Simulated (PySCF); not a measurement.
## TlB⁻ at MN15

Computed with MN15; basis Tl def2-SVPD with ECP60, B def2-SVPD; scalar-relativistic core potentials; PySCF 2.14.

For TlB⁻, the state is ⁴Σ⁻ (quartet), unpaired electrons σ ↑, π ↑↑ and the bond length is 4.271 bohr. The harmonic wavenumber is 449 cm⁻¹. The force constant is 1.24 mdyn/Å, the rotational constant Be is 0.3158 cm⁻¹ and the anharmonicity ωexe is 2.74 cm⁻¹. The vibration–rotation constant αe is 0.00282 cm⁻¹, the bond order (Mayer) is 1.71 and the dipole moment (positive dipole points towards B; it is taken about the centre of mass and depends on that origin) is -4.89 D.

These are scalar-relativistic numbers at best; spin–orbit coupling would shift them, the dissociation energy most. The state was picked by a PBE0 search and need not be the measured ground state.
